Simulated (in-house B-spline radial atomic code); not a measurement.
**Ionising Rb⁶⁺ with different functionals**

Computed with a radial B-spline atomic code at the basis-set limit: scalar-relativistic (spin-free X2C) Hamiltonian, Fermi nucleus of rms radius 4.2036 fm, spin-polarised at highest spin, spherical fractional occupations for the functionals, and exact exchange of hybrids averaged over the configuration. The ionisation energy is the difference of two self-consistent energies, [Ar] 3d10 4s2 4p1 → [Ar] 3d10 4s2, without Breit or QED terms; ε is the level of the shell that loses the electron (its least bound occupied spin orbital). There is no spin-orbit coupling in this Hamiltonian.

| method | rung | ΔSCF (eV) | -ε(4p) (eV) |
| --- | --- | --- | --- |
| PBE0 | global hybrid | 98.20 | 92.77 |
| B3LYP | global hybrid | 98.48 | 92.54 |
| TPSSh | global hybrid | 98.09 | 91.64 |
| M06-2X | global hybrid | 97.85 | 95.02 |
| BHandHLYP | global hybrid | 98.29 | 94.64 |
| r2SCAN0 | global hybrid | 98.18 | 92.95 |
| B97-1 | global hybrid | 98.06 | 92.32 |
| HSE06 | range-separated hybrid | ? | ? |
| wB97X | range-separated hybrid | ? | ? |
| CAM-B3LYP | range-separated hybrid | 98.51 | 94.48 |
| LC-wPBE | range-separated hybrid | 98.43 | 96.00 |

(1) What does HSE06 give?

(2) What does wB97X give?

(3) Among the functionals, which spreads more, the ΔSCF values or the orbital energies?

(4) How do they compare with the NIST value?

## Answers

(1) ΔSCF 98.27 eV, and -ε(4p) = 92.33 eV.

(2) ΔSCF 98.16 eV, and -ε(4p) = 95.27 eV.

(3) The orbital energies: ΔSCF values span about 0.66 eV and the orbital energies 4.36 eV; here energy differences depend much less on the functional than eigenvalues do.

(4) NIST lists 98.67 eV ± 0.04 (semi-empirical, ground level to ground level). Errors run from -0.82 to -0.16 eV; CAM-B3LYP is closest (-0.16 eV), though others lie within the uncertainty of it, and part of that can be cancellation, since the calculations leave out spin-orbit coupling, Breit-QED terms, multiplet and fine-structure energies.
